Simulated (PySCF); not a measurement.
Compound: C₇H₁₀N (doublet state).
Numbering: `[CH3:1][CH2:2][C:3]1=[CH:4][CH:5]=[N:6][CH2:7][CH:8]1` (hydrogens: H9, H10, H11 on C1; H12, H13 on C2; H14 on C4; H15 on C5; H16, H17 on C7; H18 on C8)

Cartesian coordinates in Å at the PBE0-D3(BJ)/def2-SVP level; atoms count from 1:
```
atom  x, y, z in Å
C1    -2.4288   -0.0755   -0.6541
C2    -1.5627    0.2708    0.5534
C3    -0.0912    0.1619    0.2586
C4     0.5762    1.1861   -0.4572
C5     1.9575    1.0359   -0.7767
N6     2.6975    0.0225   -0.4588
C7     2.0939   -1.0476    0.2850
C8     0.6467   -0.9356    0.6219
H9    -2.2121    0.5896   -1.5043
H10   -2.2429   -1.1077   -0.9878
H11   -3.4992    0.0187   -0.4166
H12   -1.8153   -0.3915    1.3967
H13   -1.7875    1.2982    0.8856
H14    0.0447    2.0887   -0.7672
H15    2.4490    1.8414   -1.3415
H16    2.2860   -1.9955   -0.2636
H17    2.6902   -1.1916    1.2132
H18    0.1805   -1.7562    1.1769
```

The calculation used PySCF, PBE0-D3(BJ)/def2-SVP geometry optimisation, gas phase.

Masses are those of the commonest isotopes; rigid-rotor values at the optimised geometry. The values belong to one conformer with, in the numbering `[CH3:1][CH2:2][C:3]1=[CH:4][CH:5]=[N:6][CH2:7][CH:8]1`, C1–C2–C3–C4 78°.

Task: Give the principal moments of inertia and the rotational constants in MHz.

Result: Ia = 112.00, Ib = 357.63, Ic = 427.49 u·Å²; 505379 MHz·u·Å²/I gives A = 4512, B = 1413, C = 1182 MHz.

Task: What kind of rotor is it?

Result: An asymmetric top; Ray's κ = -0.861.

Task: Is it planar, by Δ = Ic − Ia − Ib?

Result: Not planar: Δ = Ic − Ia − Ib = -42.14 u·Å². For a rigid frame Δ = −2 Σ m c², so Σ m c² = 21.07 u·Å² lies off the ab plane: 8.22 from hydrogen and 12.84 from heavier atoms. The atom farthest from that plane is 1.50 Å away.

Task: Where do the levels up to J = 3 lie, in MHz?

Result: Above 0(0,0):
J = 1: 1(0,1) 2595, 1(1,1) 5695, 1(1,0) 5926
J = 2: 2(0,2) 7774, 2(1,2) 10654, 2(1,1) 11347, 2(2,1) 20645, 2(2,0) 20657
J = 3: 3(0,3) 15510, 3(1,3) 18086, 3(1,2) 19471, 3(2,2) 28431, 3(2,1) 28493, 3(3,1) 44512, 3(3,0) 44513

Task: Predict some low-J microwave lines.

Result: The dipole components are |μa| = 2.23 D, |μb| = 0.56 D, |μc| = 0.34 D. Intensities carry the squares of the components, which stand as 1.00 : 0.06 : 0.02 (a : b : c). Some lines, for components of 0.1 D or more:

| type | branch | J(Ka,Kc) | MHz | lower level (cm⁻¹) |
| --- | --- | --- | --- | --- |
| a | Q | 2(1,1) ← 2(1,2) | 693 | 0.355 |
| b | Q | 2(1,1) ← 2(0,2) | 3574 | 0.259 |
| a | R | 2(1,2) ← 1(1,1) | 4960 | 0.190 |
| b | R | 1(1,1) ← 0(0,0) | 5695 | 0.000 |
| c | R | 1(1,0) ← 0(0,0) | 5926 | 0.000 |
| a | R | 3(2,2) ← 2(2,1) | 7786 | 0.689 |
| a | R | 3(1,2) ← 2(1,1) | 8124 | 0.378 |
| c | Q | 2(2,1) ← 2(1,1) | 9298 | 0.378 |
| b | Q | 3(3,0) ← 3(2,1) | 16020 | 0.950 |
| c | R | 3(3,1) ← 2(2,1) | 23867 | 0.689 |

For this open shell read J as N, the rotation without spin; fine and hyperfine splittings come on top. Not checked by PBE0-D3(BJ)/def2-SVP frequencies. ⟨S²⟩ = 0.798 (exact for a doublet: 0.75). No vibrational averaging or centrifugal distortion is included, and the geometry carries the error of its method. A rigid rotor knows nothing of internal rotation, which can split or shift real lines. Quadrupole hyperfine structure (14N) is left out.

Hardware: one thread of an Arm Neoverse V1, on a shared host. Cost: 2.3 min wall. This is the geometry optimisation.
